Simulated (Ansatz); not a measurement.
Species: trichloro(prop-2-enyl)germane, C$_{3}$H$_{5}$Cl$_{3}$Ge, charge 0, multiplicity 1. 
Structure (B3LYP-D3(BJ)/def2-TZVP (Ansatz, an electronic-structure program) minimum search):
SMILES: C=C[CH2][Ge]([Cl])([Cl])[Cl]
```xyz
12

C      3.4742    -0.0928     0.0918
C      2.4310    -0.9103     0.0143
C      1.3199    -0.7634    -0.9669
Ge    -0.2866    -0.0159    -0.1171
Cl    -0.8718    -1.1886     1.5951
Cl    -1.9480     0.0189    -1.4930
Cl     0.0593     2.0007     0.5515
H      3.5913     0.7463    -0.5840
H      4.2461    -0.2355     0.8358
H      2.3405    -1.7317     0.7173
H      1.5672    -0.0798    -1.7795
H      1.0026    -1.7175    -1.3907
```
Charge 0, spin multiplicity 1.

Quantity: atomisation energy (electronic, to ground-state atoms), in kcal/mol. Valence correlation only, unless marked. UHF or UKS for open shells. Spin-orbit coupling is left out. Frozen are the shells of the preceding noble gas and the d and f shells that filled before the atom's block. Non-relativistic. The coupled-cluster limit lacks core correlation, which all-electron functionals hold. Basis-set limits of correlation are two-point, X^-3; Hartree-Fock from the larger set. The bracket is a focal-point correction in the basis named.

| level | program | atomisation energy (kcal/mol) | minus last row |
|---|---|---|---|
| HF/6-31G* | Ansatz | 783.0 | -293.3 |
| HF/def2-QZVPPD | Ansatz | 795.8 | -280.5 |
| BLYP/def2-TZVPD | Ansatz | 1043.3 | -33.0 |
| r2SCAN/def2-TZVPD | Ansatz | 1080.1 | 3.8 |
| BHLYP/def2-TZVPD | Ansatz | 1028.2 | -48.1 |
| r2SCANh-D4/def2-TZVPD | Ansatz + dftd4 | 1076.2 | -0.1 |
| HSE06-D3(BJ)/def2-TZVPD | Ansatz + dftd3 | 1084.9 | 8.6 |
| CAM-B3LYP-D3(BJ)/def2-TZVPD | Ansatz + dftd3 | 1069.1 | -7.2 |
| LC-wPBE-D4/def2-TZVPD | Ansatz + dftd4 | 1076.0 | -0.3 |
| B2GP-PLYP-D4/def2-TZVPD | Ansatz + dftd4 | 1061.6 | -14.7 |
| MP2/6-31G* | Ansatz | 995.8 | -80.5 |
| SCS-MP2/STO-3G | Ansatz | 1110.7 | 34.4 |
| CCSD(T)/def2-SVP | Ansatz | 1016.1 | -60.2 |
| RI-MP2/CBS(def2-TZVPP,def2-QZVPP)+[CCSD(T)-MP2]/def2-QZVPP | Ansatz | 1075.9 | -0.4 |
| CCSD(T)/CBS(def2-TZVPP,def2-QZVPP) | Ansatz | 1076.3 | 0.0 |
